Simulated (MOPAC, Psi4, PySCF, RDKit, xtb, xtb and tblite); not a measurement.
Two geometries of SMILES CC(C)CCC(C)C (C8H18), relaxed at GFN2-xTB with one dihedral held; other torsions can differ between them too.

Structure A

```
26

C     -2.5332     1.4985    -0.1398
C     -2.2161     0.1110     0.4195
C     -2.7713     0.0031     1.8400
C     -0.7015    -0.1456     0.4321
C     -0.0273    -0.6803    -0.8565
C     -0.9004    -0.9324    -2.0950
C     -1.5473    -2.3170    -2.0381
C     -0.0472    -0.8286    -3.3595
H     -3.6085     1.6383    -0.2324
H     -2.0828     1.6452    -1.1179
H     -2.1461     2.2667     0.5273
H     -2.7179    -0.6405    -0.1927
H     -2.2654     0.7046     2.5006
H     -2.6330    -1.0011     2.2353
H     -3.8352     0.2303     1.8504
H     -0.2107     0.7832     0.7280
H     -0.5035    -0.8676     1.2284
H      0.7421     0.0399    -1.1460
H      0.4926    -1.6109    -0.6229
H     -1.6856    -0.1769    -2.1593
H     -2.0951    -2.4621    -1.1107
H     -0.7822    -3.0887    -2.1009
H     -2.2369    -2.4528    -2.8690
H     -0.6442    -1.0553    -4.2404
H      0.7818    -1.5326    -3.3179
H      0.3596     0.1741    -3.4719
```

Structure B

```
26

C      2.6061     1.1012    -0.3440
C      2.1540    -0.0810     0.5094
C      2.6228     0.1106     1.9515
C      0.6310    -0.2537     0.4879
C      0.0156    -0.5158    -0.8884
C      0.5094    -1.7782    -1.6044
C      0.2140    -3.0422    -0.8010
C     -0.1495    -1.8717    -2.9803
H      3.6796     1.2484    -0.2454
H      2.3847     0.9350    -1.3948
H      2.1050     2.0128    -0.0240
H      2.6208    -0.9916     0.1200
H      2.1879     1.0140     2.3746
H      2.3253    -0.7339     2.5696
H      3.7061     0.2002     1.9941
H      0.1775     0.6566     0.8904
H      0.3634    -1.0699     1.1616
H      0.1999     0.3453    -1.5335
H     -1.0678    -0.5960    -0.7616
H      1.5917    -1.7029    -1.7519
H      0.7661    -3.0513     0.1349
H     -0.8489    -3.1090    -0.5773
H      0.5001    -3.9249    -1.3691
H      0.2144    -2.7424    -3.5214
H     -1.2294    -1.9589    -2.8782
H      0.0675    -0.9857    -3.5734
```

Task: Which is lower in energy at the level Psi4 with B3LYP-D3(BJ)/def2-SVP // GFN2-xTB, and by how much?

Result: B is lower, by 7.60 kcal/mol (dihedral C2–C4–C5–C6: 0° in A, 60° in B).

E(B) − E(A) in kcal/mol at the other levels, on the same two geometries: GFN2-xTB (xtb and tblite) -6.27; MMFF94 // GFN2-xTB (RDKit) -9.67; B3LYP/def2-SVP // GFN2-xTB (Psi4) -7.57; PBE/def2-SVP // GFN2-xTB (Psi4) -7.42; PBE-D3(BJ)/def2-SVP // GFN2-xTB (Psi4) -7.42; UFF // GFN2-xTB (RDKit) -12.13; PM6, restricted, heats of formation // GFN2-xTB (MOPAC) -3.85; AM1, restricted, heats of formation // GFN2-xTB (MOPAC) -4.63; GFN1-xTB // GFN2-xTB (xtb) -5.12; restricted B3LYP/6-31G*, spherical d, density fitting // GFN2-xTB (PySCF) -7.46; restricted Hartree-Fock/LANL2DZ, density fitting // GFN2-xTB (PySCF) -8.08; restricted BP86/6-31G*, spherical d, density fitting // GFN2-xTB (PySCF) -7.24; restricted MP2 (frozen core)/3-21G // GFN2-xTB (PySCF) -8.12.
